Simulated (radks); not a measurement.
Coulomb parameter of the 3d shell of the iron ion Fe2+ in the model configuration [Ar] 3d5 4s1, as a second difference U = [E(n + 1) + E(n - 1) - 2 E(n)] / (1)^2 with all orbitals relaxed. "Bare": the charge of the atom changes with n. "Screened": the 4s shell takes up the change at fixed total charge, which measures U(3d,3d) + U(4s,4s) - 2 U(3d,4s). All-electron calculation, scalar-relativistic Kohn-Sham, PBE, spin-unpolarised, spherical densities, point nucleus. Program: a radial shooting solver on a logarithmic mesh with Libxc functionals.

| case | configuration | E - E(n) (eV) |
|---|---|---|
| start | [Ar] 3d5 4s1 | 0.000 |
| bare +1 | [Ar] 3d6 4s1 | -23.631 |
| bare -1 | [Ar] 3d4 4s1 | 41.025 |
| screened +1 | [Ar] 3d6 | -7.428 |
| screened -1 | [Ar] 3d4 4s2 | 11.785 |

U(bare) = 17.394 eV, U(screened by 4s) = 4.357 eV, against the Slater integral F0(3d,3d) = 24.927 eV with frozen orbitals.
